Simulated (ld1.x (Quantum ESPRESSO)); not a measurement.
**u(r) = r·R(r): atom against pseudo-atom (tungsten (W))**

Columns: radius, all-electron u(r) and pseudo u(r) of the 6p shell (level -1.33 eV) of tungsten in the configuration [Xe] 4f14 5d4 6s2 6p0; PBEsol, scalar-relativistic, TM semilocal scheme, ld1.x (Quantum ESPRESSO) 7.5.

```
r (bohr)  all-electron  pseudo
   0.128       -0.0747  0.0030
   0.255        0.0366  0.0116
   0.382        0.1181  0.0248
   0.510        0.0451  0.0412
   0.638       -0.0690  0.0590
   0.765       -0.1550  0.0764
   0.893       -0.1967  0.0924
   1.020       -0.1981  0.1062
   1.148       -0.1699  0.1181
   1.275       -0.1229  0.1288
   1.402       -0.0656  0.1397
   1.530       -0.0033  0.1523
   1.658        0.0592  0.1680
   1.785        0.1190  0.1880
   1.912        0.1749  0.2132
   2.040        0.2265  0.2440
   2.168        0.2731  0.2790
   2.295        0.3141  0.3153
   2.422        0.3501  0.3502
   2.550        0.3816  0.3816
   2.678        0.4085  0.4085
   2.805        0.4310  0.4310
   2.932        0.4495  0.4495
   3.060        0.4646  0.4646
   3.188        0.4763  0.4763
   3.315        0.4850  0.4850
```

(1) How many radial nodes do the two functions have?

(2) At about which radius was the pseudo-wave matched?

(3) Is the pseudo-wave norm-conserving?

## Answers

(1) The all-electron 6p function has n − l − 1 = 4 (the table is too coarse to show those close to the nucleus); the pseudo-wave has 0, since the states of the same l below it are removed with the core.

(2) 2.55 bohr. The columns agree to 0.0005 from 2.42 bohr on; several derivatives are matched, so the curves merge somewhat inside the radius.

(3) Yes: the TM semilocal scheme keeps the norm inside the radius equal to the all-electron one, which fixes the energy derivative of the logarithmic derivative at the level.
